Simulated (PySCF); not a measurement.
# SMILES CC(B(C)C)=C=C(C)C, C8H15B

Geometry:
```
atom   x (Å)   y (Å)   z (Å)
  C1  -1.144   1.270  -0.987
  B2  -1.219  -0.213  -0.471
  C3  -2.610  -0.956  -0.407
  C4   0.062  -0.994  -0.012
  C5  -0.015  -2.408   0.520
  C6   1.226  -0.373  -0.119
  C7   2.364   0.269  -0.240
  C8   3.177   0.197  -1.506
  C9   2.914   1.116   0.878
 H10  -1.626   1.349  -1.977
 H11  -0.132   1.695  -1.047
 H12  -1.754   1.908  -0.322
 H13  -2.585  -1.840  -1.070
 H14  -3.472  -0.338  -0.698
 H15  -2.794  -1.362   0.602
 H16  -0.450  -3.085  -0.232
 H17  -0.671  -2.460   1.403
 H18   0.972  -2.801   0.803
 H19   3.322   1.206  -1.928
 H20   4.179  -0.214  -1.302
 H21   2.694  -0.430  -2.267
 H22   2.250   1.121   1.752
 H23   3.052   2.157   0.542
 H24   3.903   0.746   1.196
```

Computed with TDDFT CAM-B3LYP/def2-SVPD circular dichroism and optical rotation, one conformer, gas phase (PySCF 2.14.0). Geometry: PBE0-D3(BJ)/def2-SVP.

No stereocentre is labelled: unless the shape is locked (an allene, a helicene, a hindered biaryl), the mirror image is equally populated and a measured rotation or CD is zero. Singlets 11 and 12 lie within 0.01 eV of each other, so their separate moments and overlaps can depend on how they mix.

Task: What is the specific rotation at 633, 589.3, 546, 436, 405, 365, 355 nm?

Result: [α] in deg dm⁻¹ (g/mL)⁻¹:
| λ (nm) | origin-invariant length gauge | modified velocity gauge | length gauge (centre of mass) | isotropic polarisability (au) |
| --- | --- | --- | --- | --- |
| 633 | -2.2 | -2.5 | -2.2 | 122.8 |
| 589.3 | -3.1 | -3.5 | -3.1 | 123.5 |
| 546 | -4.5 | -5.0 | -4.5 | 124.3 |
| 436 | -15.0 | -16.1 | -15.1 | 128.0 |
| 405 | -23.6 | -25.1 | -23.6 | 129.7 |
| 365 | -48.0 | -50.7 | -48.0 | 132.9 |
| 355 | -59.4 | -62.7 | -59.4 | 133.9 |

Task: And for the mirror image at 589.3 nm?

Result: +3.1 deg dm⁻¹ (g/mL)⁻¹ (origin-invariant length gauge): the same size and the opposite sign.

Task: What is the molar rotation [Φ] = [α]·M/100 of the geometry above at 589.3 nm?

Result: With M = 122.02 g/mol, -3.8 deg cm² dmol⁻¹ (origin-invariant length gauge).

The first excitation lies at 4.46 eV (278 nm) with R = -1.1 × 10⁻⁴⁰ esu² cm² (velocity form).
